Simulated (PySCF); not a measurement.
# Polarisability and C₆ of K⁺ (potassium, charge +1)

[Ar], closed-shell 1S. All numbers are calculated (PySCF 2.14, scalar relativity by spin-free X2C-1e, in aug-cc-pwCVTZ-X2C with one added diffuse shell each of s, p, d, f type (10s9p7d4f, 100 functions)). Coupled (time-dependent) response in atomic units; α is the mean over directions.

```json
{"method": "UHF", "mean α (bohr³)": "5.400", "C₆ (like pair)": "22.90", "S(−4)": "5.412"}
{"method": "PBE", "mean α (bohr³)": "5.657", "C₆ (like pair)": "24.22", "S(−4)": "6.271"}
{"method": "PBE0", "mean α (bohr³)": "5.545", "C₆ (like pair)": "23.63", "S(−4)": "5.893"}
```

S(−4) is the Cauchy moment in α(ω) = α(0) + S(−4) ω² + …

α(iu) at UHF:

```json
{"u (hartree)": "0", "α(iu) (bohr³)": "5.400"}
{"u (hartree)": "0.0500", "α(iu) (bohr³)": "5.386"}
{"u (hartree)": "0.100", "α(iu) (bohr³)": "5.346"}
{"u (hartree)": "0.200", "α(iu) (bohr³)": "5.193"}
{"u (hartree)": "0.300", "α(iu) (bohr³)": "4.958"}
{"u (hartree)": "0.500", "α(iu) (bohr³)": "4.342"}
{"u (hartree)": "0.750", "α(iu) (bohr³)": "3.519"}
{"u (hartree)": "1.00", "α(iu) (bohr³)": "2.801"}
{"u (hartree)": "1.50", "α(iu) (bohr³)": "1.798"}
{"u (hartree)": "2.00", "α(iu) (bohr³)": "1.215"}
{"u (hartree)": "3.00", "α(iu) (bohr³)": "0.6441"}
{"u (hartree)": "5.00", "α(iu) (bohr³)": "0.2668"}
```

A single London oscillator, α(iu) = α/(1 + u²/ω²), gives C₆ = (3/4) ω α². Matching the computed C₆ needs ω = 4 × 22.90 / (3 × 5.400²) = 1.05 hartree.

For an ion, C₆ is the dispersion term alone; charge-induced terms of lower order in 1/R come first.
